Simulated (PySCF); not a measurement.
Vertical excitations of a molecule C₂H₈ClGeN from PySCF 2.14.0 with TDA-B3LYP/def2-SVPD, as energy in eV (oscillator strength): 6.33 (0.072), 6.93 (0.090), 7.06 (0.062), 7.31 (0.078), 7.42 (0.000), 7.46 (0.024), 7.56 (0.000), 7.87 (0.061), 7.95 (0.040), 8.12 (0.019). Lowest triplet (TDA): 5.91 eV. Geometry optimised at B3LYP-D3(BJ)/def2-SVP. Other conformers were not sampled.

Problem. Identify the compound among the candidates.
(A) C[N](C)[GeH2][Cl]
(B) C[CH2][Ge@H]([NH2])[Cl]
(C) [CH3][Ge]([CH3])([NH2])[Cl]
(D) CC[NH][GeH2][Cl]

Solution. C, [CH3][Ge]([CH3])([NH2])[Cl]
